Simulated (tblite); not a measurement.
C₂H₆ClGa, charge +1, doublet, at a GFN2-xTB geometry (such geometries of metal compounds can be far from the true shape) (a state made from the parent by changing its charge; the spin is typed, not shown lowest); GFN1-xTB with ALPB(water) in tblite 0.6.0.

Here is a job for tblite.
```
$ tblite run mol.xyz --method gfn1 --charge 1 --spin 1 --alpb water --json tblite.json --no-restart

# file mol.xyz
10

Ga    -0.11318702     0.04469571    -0.08248336
C     -1.92172568    -0.98294550    -0.55503717
H     -1.85733445    -1.24248750    -1.61332384
H     -2.74321140    -0.29652337    -0.34397420
H     -1.91352618    -1.85857301     0.09676954
C     -0.37592146     1.89024885    -1.11933910
H     -0.66734654     1.64329702    -2.14141930
H      0.59865420     2.37779450    -1.05496299
H     -1.15677370     2.43270961    -0.58316277
Cl     1.47260108    -0.58150613     1.07313619
```

Problem. Predict the main parts of the log of this tblite run.

Solution. 
```
xTB calculator
 | screened Coulomb repulsion
 | Coulomb electrostatics
 |  * isotropic Klopman-Ohno-Mataga-Nishimoto electrostatics
 |  * onsite third-order electrostatics
 | DFT-D3(BJ) dispersion correction
 | Interactions (3)
 | [1] alpb/gbsa reaction field model
 | [2] cds contribution to solvation
 | [3] empirical free energy shift and standard state/solvent correction

halogen bonding energy    0.0000000000000E+00 Eh
repulsion energy          1.1754094236134E-01 Eh
dispersion energy        -2.9308572218645E-03 Eh
interaction energy        1.8461552471925E-04 Eh
number of electrons       2.3000000000000E+01 e
integral cutoff           4.0000000000000E+01 bohr

------------------------------------------------------------
  cycle        total energy    energy error   density error
------------------------------------------------------------
      1     -12.58400927580  -1.2698804E+01   5.0134819E-01
      2     -12.63703510738  -5.3025832E-02   2.5290038E-01
      3     -12.63724084603  -2.0573865E-04   7.6105935E-02
      4     -12.63752711205  -2.8626602E-04   5.0778201E-03
      5     -12.63753759385  -1.0481796E-05   1.0564959E-03
      6     -12.63753783817  -2.4432653E-07   6.8728551E-04
      7     -12.63753897017  -1.1319957E-06   1.1402752E-04
      8     -12.63753899051  -2.0343194E-08   5.1327383E-05
      9     -12.63753899595  -5.4415565E-09   4.9693289E-06
------------------------------------------------------------

electronic energy        -1.2752333696619E+01 Eh
total energy             -1.2637538995955E+01 Eh

Post processing:
 | Mayer-Wiberg bond orders

[Info] JSON dump of results written to 'tblite.json'
```
